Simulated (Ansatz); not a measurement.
Two members of one family (Series SeX2), computed with Ansatz in the gas phase. Binding counts from free atoms in the multiplicity of their measured ground term, without zero-point energy. A dash marks a value that wasn't run or was left out as unsound. The structures are stationary points that may keep the symmetry of their start.

First: Se(CN)2 (singlet, charge 0, PBE0-D4/def2-SVP geometry).

Cartesian coordinates in Å:
```
Se 0.664 -0.897 -0.586
C 1.118 0.297 0.738
N 1.491 1.013 1.571
C -1.081 -0.347 -0.769
N -2.192 -0.066 -0.953
```

```tsv
level	HOMO (eV)	LUMO (eV)	gap (eV)	vertical IE (eV)	vertical triplet (eV)	binding per atom (eV)
PBE-D4/def2-SVP	-7.29	-2.99	4.30	–	–	5.07
PBE-D4/def2-TZVP	-7.44	-3.20	4.23	10.53	4.01	5.04
r2SCAN-D4/def2-TZVP	-7.72	-3.09	4.63	10.66	4.05	4.64
B3LYP-D4/6-31G	-8.19	-2.14	6.05	–	–	4.25
PBE0-D4/def2-SVP	-8.53	-2.09	6.44	–	–	4.74
```

Second: Se(CCH)2 (singlet, charge 0, PBE0-D4/def2-SVP geometry).

```xyz
7

Se    1.066   -0.771    0.938
C    -0.306    0.355    1.378
C    -1.196    1.092    1.750
H    -1.988    1.746    2.070
C     0.872   -0.764   -0.881
C     0.808   -0.811   -2.092
H     0.744   -0.847   -3.164
```

Q: Estimate the same table for the second.

A: 
| level | HOMO (eV) | LUMO (eV) | gap (eV) | vertical IE (eV) | vertical triplet (eV) | binding per atom (eV) |
| --- | --- | --- | --- | --- | --- | --- |
| PBE-D4/def2-SVP | -5.51 | -1.42 | 4.09 | – | – | 4.75 |
| PBE-D4/def2-TZVP | -5.64 | -1.66 | 3.98 | 8.47 | 3.77 | 4.71 |
| r2SCAN-D4/def2-TZVP | -5.84 | -1.47 | 4.37 | 8.52 | 3.83 | 4.50 |
| B3LYP-D4/6-31G | -6.21 | -0.48 | 5.73 | – | – | 4.29 |
| PBE0-D4/def2-SVP | -6.61 | -0.45 | 6.16 | – | – | 4.58 |
